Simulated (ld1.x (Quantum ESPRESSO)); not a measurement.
# cadmium (Cd): one change to a PAW potential, before and after

ld1.x (Quantum ESPRESSO) 7.5 input, shortened:

```
&input
   title='Cd', zed=48., rel=1, dft='PBE', iswitch=3,
   config='[Kr] 4d10 5s1 5p0'
 /
 &inputp
   pseudotype=3, lpaw=.true., tm=.true., lloc=-2, rcloc=2.05,
   nlcc=.true., new_core_ps=.true., rcore=0.85,
   which_augfun='PSQ', rmatch_augfun_nc=.true.
 /
6
5S  1  0   1.00   0.00  1.70  2.10  0.0
5S  1  0   0.00  -0.10  1.70  2.10  0.0
5P  2  1   0.00   0.00  2.40  3.05  0.0
5P  2  1   0.00   1.35  2.40  3.05  0.0
4D  3  2  10.00   0.00  0.90  1.25  0.0
4D  3  2   0.00   0.95  0.90  1.25  0.0
 &test
   configts(1)='4d10 5s1 5p0'
 /
```

Change: wave 4d channel at 0.95 Ry: rcut 0.90, rcutus 1.25 bohr becomes 4d channel at -1.19 Ry: rcut 0.90, rcutus 1.25 bohr.

Cutoffs: the cutoffs (Ry, on a coarse ladder) from which the occupation-weighted sum of valence levels, in a spherical-Bessel basis at the reference potential, stays within 10 and 1 mRy of its value at 400 Ry; they do not see the model core or the augmentation charge, which bear on the density cutoff. Errors are all-electron minus pseudo energies relative to the spin-unpolarised reference configuration.

How do hardness, ghosts and transferability respond?

The potential gets neither clearly harder nor softer (70 Ry and 140 Ry → 70 Ry and 140 Ry); the errors of the 7 common tests hardly move; neither file shows a bound ghost.

```tsv
quantity	base	changed
cutoff, loose	70 Ry	70 Ry
cutoff, tight	140 Ry	140 Ry
bound ghosts	none	none
error for 4d10 5s2 5p0, meV [ΔE -9.27 eV]	+0.9	+0.9
error for 4d10 5s0 5p0, meV [ΔE 17.13 eV]	-4.9	-4.8
error for 4d9 5s0 5p0, meV [ΔE 55.14 eV]	-128	-125
error for 4d9 5s2 5p0, meV [ΔE 8.70 eV]	-70	-70
error for 4d9 5s2 5p1, meV [ΔE 3.37 eV]	-68	-69
error for 4d10 5s0 5p2, meV [ΔE 0.40 eV]	+0.3	+0.3
error for 4d10 5s1 5p1, meV [ΔE -4.61 eV]	+0.9	+1.0
s: phases at 3.31 bohr within 0.05 rad from the reference energy up to (Ry; the scan ends near 5)	3.5	3.5
p: phases at 3.31 bohr within 0.05 rad from the reference energy up to (Ry; the scan ends near 5)	2.5	2.5
d: phases at 3.31 bohr within 0.05 rad from the reference energy up to (Ry; the scan ends near 5)	to the end of the scan	4.3
lowest overlap eigenvalue by channel	s 0.47, p 0.56, d 0.99	s 0.47, p 0.56, d 0.99
```
